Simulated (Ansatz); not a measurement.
A run for Ansatz (a quantum-chemistry and plane-wave program): U-CCSD(T)/def2-QZVPP on MgP+, 2S+1 = 3, a spin state set in the input, which need not be the lowest, a point of a bond scan (R = 2.455 Å). Charge +1. Files ending in .json are basis or fitting sets from the Basis Set Exchange.

Ansatz 0.2 input:
```yaml
crystal:
  periodic: [false, false, false]
  atoms:
    - {symbol: Mg, position_ang: [0.00000000, 0.00000000, 0.00000000]}
    - {symbol: P, position_ang: [0.00000000, 0.00000000, 2.45454300]}
basis:
  gaussian:
    orbitals: def2-QZVPP.json
    pivot_positions_ang: [[0.00000000, 0.00000000, 0.00000000], [0.00000000, 0.00000000, 2.45454300]]
total_charge: 1
magnetization: {spin_polarized: true, initial_magnetization: 2}
correlation: {method: ccsd_t, electrons: valence}
output: {orbitals: {seedname: ./end}}
```

Q: Predict the final total energy.

A: -540.4544 hartree (reference determinant -540.1068, T1 diagnostic 0.057). Its determinant has ⟨S²⟩ = 2.51, a mixture of spin states.

Q: How many basis functions does it have, and what does it roughly cost on one machine?

A: 133 functions; about 3 core-minutes (a rough figure).
